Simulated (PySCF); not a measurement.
C4H7, doublet (typed; the unrestricted solution is spin-contaminated), geometry from GFN2-xTB. Base run: DF-HF/pcseg-1 (PySCF).

Input for PySCF:
```python
from pyscf import gto, scf

mol = gto.M(
    atom='''
C    -0.01583438    0.01152779    1.49894858
C    -0.00222843    0.02374520    0.20492787
H    -0.02223869   -0.69129602    2.29786866
C     0.00269449    1.29161997   -0.60733811
H    -0.00662782    2.16401956    0.03942821
H     0.89090871    1.32760594   -1.23693731
H    -0.87224194    1.32254452   -1.25552371
C     0.01033407   -1.24161286   -0.64220029
H     0.00629703   -2.13018294   -0.01726348
H    -0.86735589   -1.25472468   -1.28612343
H     0.90146410   -1.24964698   -1.26747727
''',
    basis='pcseg-1',
    spin=1,
    verbose=4,
)

mf = scf.UHF(mol)
mf = mf.density_fit(auxbasis='def2-universal-jkfit')
mf.kernel()
```

Variants of this job, named by their change:

```tsv
change	basis functions	E (Eh)	HOMO (eV)	dipole (D)
base	91	-155.42481	-9.70	0.86
basis = x2c-TZVPall; relativity = none (without mf = mf.density_fit(auxbasis='def2-universal-jkfit'))	166	-155.52132	-9.68	0.85
basis = cc-pVDZ-DK; relativity = spin-free X2C; nucleus = Gaussian (with nucmod='G'; without mf = mf.density_fit(auxbasis='def2-universal-jkfit'))	91	-155.53689	-9.61	0.80
basis = x2c-TZVPall; relativity = spin-free X2C (without mf = mf.density_fit(auxbasis='def2-universal-jkfit'))	166	-155.58276	-9.68	0.85
basis = ANO-RCC-VDZP; relativity = none (without mf = mf.density_fit(auxbasis='def2-universal-jkfit'))	91	-155.51365	-9.62	0.78
basis = ANO-RCC-VDZP; relativity = spin-free X2C; nucleus = Gaussian (with nucmod='G'; without mf = mf.density_fit(auxbasis='def2-universal-jkfit'))	91	-155.57833	-9.62	0.78
basis = cc-pVDZ-DK; relativity = spin-free X2C (without mf = mf.density_fit(auxbasis='def2-universal-jkfit'))	91	-155.53690	-9.61	0.80
basis = x2c-TZVPall; relativity = spin-free X2C; nucleus = Gaussian (with nucmod='G'; without mf = mf.density_fit(auxbasis='def2-universal-jkfit'))	166	-155.58275	-9.68	0.85
basis = ANO-RCC-VDZP; relativity = spin-free X2C (without mf = mf.density_fit(auxbasis='def2-universal-jkfit'))	91	-155.57834	-9.62	0.78
basis = cc-pVDZ-DK; relativity = none (without mf = mf.density_fit(auxbasis='def2-universal-jkfit'))	91	-155.47484	-9.61	0.80
```

Totals shift with the method and basis; they matter in differences.

Open shells are given as the SCF converged; they aren't shown to be the lowest states, and a large step between rows can be another state.

Basis sets contracted for a relativistic Hamiltonian are a mismatch without it, so the rows without relativity aren't non-relativistic limits. No row has spin-orbit coupling; sets with core potentials leave out the core electrons.
